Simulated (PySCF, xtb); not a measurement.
H4P, SMILES [PH4+], charge +1.

GFN2-xTB (xtb) at its own geometry gives an orbital gap of 8.49 eV.

Geometry: B3LYP-D3(BJ)/def2-TZVPD. The isomer is the one that the SMILES or the coordinates give; other isomers of the formula were not compared.

Task: What does CAM-B3LYP/def2-TZVPD in PySCF give? (The exact figures need the calculation; the answer reports its results.)

Result: gap 15.68 eV (levels -20.65 and -4.97 eV).
